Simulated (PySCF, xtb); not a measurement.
(E)-2-chloro-1-fluoroprop-1-ene (C₃H₄ClF), SMILES C/C(Cl)=C\F.

xtb with GFN2-xTB at its own geometry gives an orbital gap of 4.66 eV and a dipole moment of 0.85 D.

Coordinates come from a PBE0-D3(BJ)/def2-SVP optimisation.

Task: What does PBE/def2-TZVP run with PySCF give? (Estimate from the structure and the level; the computed values follow.)

Result: gap 4.95 eV (levels -5.86 and -0.91 eV), dipole 0.54 D.
